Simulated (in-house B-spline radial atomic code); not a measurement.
## Ionising Yb⁺ with different functionals

Computed with an all-electron radial atomic-structure program (B-spline basis): scalar-relativistic (spin-free X2C) Hamiltonian, Fermi nucleus of rms radius 5.3108 fm, spin-polarised at highest spin, spherical fractional occupations for the functionals, and exact exchange of hybrids averaged over the configuration. The ionisation energy is the difference of two self-consistent energies, [Xe] 4f14 6s1 → [Xe] 4f14, without Breit or QED terms; ε is the level of the shell that loses the electron (its least bound occupied spin orbital). There is no spin-orbit coupling in this Hamiltonian.

```tsv
method	rung	ΔSCF (eV)	-ε(6s) (eV)
PBE0	global hybrid	12.17	10.13
B3LYP	global hybrid	12.45	10.14
TPSSh	global hybrid	12.02	9.68
M06-2X	global hybrid	12.13	10.82
BHandHLYP	global hybrid	12.09	10.63
r2SCAN0	global hybrid	12.03	10.25
B97-1	global hybrid	11.94	9.77
HSE06	range-separated hybrid	12.20	9.83
wB97X	range-separated hybrid	11.74	11.69
CAM-B3LYP	range-separated hybrid	12.37	11.22
LC-wPBE	range-separated hybrid	11.98	12.04
```

(1) Among the functionals, which spreads more, the ΔSCF values or the orbital energies?

(2) How do they compare with the NIST value?

Answers

(1) The orbital energies: ΔSCF values span about 0.71 eV and the orbital energies 2.36 eV.

(2) NIST lists 12.179 eV (measured, ground level to ground level). Errors run from -0.44 to +0.27 eV; PBE0 is closest (-0.01 eV), but part of that can be cancellation, since the calculations leave out Breit-QED terms.
